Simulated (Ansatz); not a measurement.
The same path of AlClH4OS (8 atoms, charge 0, multiplicity 1) was run twice with different band settings.

The calculation used RKS PBE/6-31G* in Ansatz 0.2.0.

Relaxed end points:

```xyz
8
Properties=species:S:1:pos:R:3
Al -0.019 -0.024 0.126
Cl 0.167 -0.987 2.052
O 1.345 -0.139 -0.941
H 2.128 -0.619 -0.616
H -1.478 0.135 -0.488
S 0.198 2.430 0.950
H 1.252 2.265 1.794
H -0.709 2.338 1.959
```

```xyz
8
Properties=species:S:1:pos:R:3
Al -0.082 -0.024 0.241
Cl -0.382 -1.049 2.115
O 1.565 0.225 -0.291
H 1.990 -0.479 -0.813
H -1.292 -0.120 -0.794
S -0.084 2.386 1.040
H 1.275 2.343 0.965
H -0.107 2.118 2.373
```

Common settings: movable images 9; climbing image yes; spring 5.0 eV/Å²; optimiser quadratic models (default); start path through a guess of the saddle point; force threshold 0.05 eV/Å; end points relaxed.

| run | iteration limit |
| --- | --- |
| 1 | 60 |
| 2 | 3 |

**Question.** What does each run give, and how far can it be trusted?

**Answer.** Run 1: converged after 17 iterations, highest image 0.025 eV above the first end. Beside the main top the profile has a ripple of under 15 meV (maxima at images 3, 5), which may be a very shallow well or noise. A vibrational analysis at the climbing image gives one clearly imaginary mode, 140i cm⁻¹: a first-order saddle point.
Run 2: not converged after 3 iterations, highest image 1.100 eV above the first end. The band didn't meet its force threshold, so its energies are provisional: the largest band force was still 1.16 eV/Å, and over the last iterations the top moved between 1.10 and 2.72 eV.
